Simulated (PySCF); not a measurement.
Electronic structure of Cr⁺ (chromium, charge +1) at the UHF level

Configuration: [Ar] 3d5, high-spin 6S determinant. Computed with PySCF 2.14 in cc-pVTZ, with no relativity, point nucleus.

| Quantity | Value |
| --- | --- |
| Total energy | -1043.138968 hartree |
| One-electron energy | -1433.3359 hartree |
| Hartree (Coulomb) energy | 437.8699 hartree |
| Exchange energy | -47.6730 hartree |
| Kinetic energy | 1043.06717 hartree |
| ⟨S²⟩ | 8.7501 |
| ⟨L²⟩ | 0.000 |
| Sum of ⟨r⟩ | 16.58 bohr |
| Sum of ⟨r²⟩ | 20.82 bohr² |
| Density at the nucleus (Gaussians lack the cusp) | 9260 bohr⁻³ |
| Spin density at the nucleus | -0.723 bohr⁻³ |
| Langevin diamagnetic susceptibility | -16.5 ×10⁻⁶ cm³/mol |
| Time after the integrals | 0.32 s of wall time on 1 thread of Neoverse-V2 (shared host) |

| shell | electrons | mean orbital energy (hartree) | rms radius, mean of both spins (bohr) |
| --- | --- | --- | --- |
| 1s β | 1 | -220.65698 | 0.0743 |
| 1s α | 1 | -220.65658 | 0.0743 |
| 2s α | 1 | -26.52046 | 0.319 |
| 2s β | 1 | -26.42020 | 0.319 |
| 2p α | 3 | -22.45276 | 0.288 |
| 2p β | 3 | -22.35268 | 0.288 |
| 3s α | 1 | -3.72413 | 0.982 |
| 3s β | 1 | -3.37624 | 0.982 |
| 3p α | 3 | -2.53557 | 1.06 |
| 3p β | 3 | -2.10648 | 1.06 |
| 3d α | 5 | -0.64911 | 1.51 |
